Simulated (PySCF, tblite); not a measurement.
Compound: C4H2Cl2P2.
Bonds: Cl1–C2, C2–C3 (aromatic), C3–P4 (aromatic), P4–C5 (aromatic), C5–Cl6, C5–C7 (aromatic), C7–P8 (aromatic), C2–P8 (aromatic). Hydrogens: H9 on C3; H10 on C7.

The geometry is computed with GFN2-xTB (gas phase).

What internal coordinates does the optimisation give?

```json
{"bond": "Cl1–C2, C5–Cl6", "length (Å)": "1.744"}
{"bond": "C2–C3, C5–C7", "length (Å)": "1.370"}
{"bond": "C3–P4, C7–P8", "length (Å)": "1.737"}
{"bond": "C2–P8, P4–C5", "length (Å)": "1.748"}
{"bond": "C3–H9, C7–H10", "length (Å)": "1.085"}
```

Bonds in one row agree within 0.01 Å and their mean is given. A selection of angles:
```json
{"angle": "Cl1–C2–C3", "degrees": "117.4"}
{"angle": "Cl1–C2–P8", "degrees": "112.5"}
{"angle": "C3–C2–P8", "degrees": "130.1"}
{"angle": "C2–C3–P4", "degrees": "128.8"}
{"angle": "C3–P4–C5", "degrees": "101.1"}
```

The 8 heavy atoms lie in one plane (0.000 Å rms). The 6-membered ring C2–C3–P4–C5–C7–P8 has internal angles of 101.1° to 130.1° (sum 720°, against 720° for a flat polygon); it is planar, 0.00 Å rms from its mean plane, widest ring torsion 0°.

Point group: C2h (tolerance 0.08 Å). Its GFN2-xTB frequencies are all real (lowest 60 cm⁻¹).
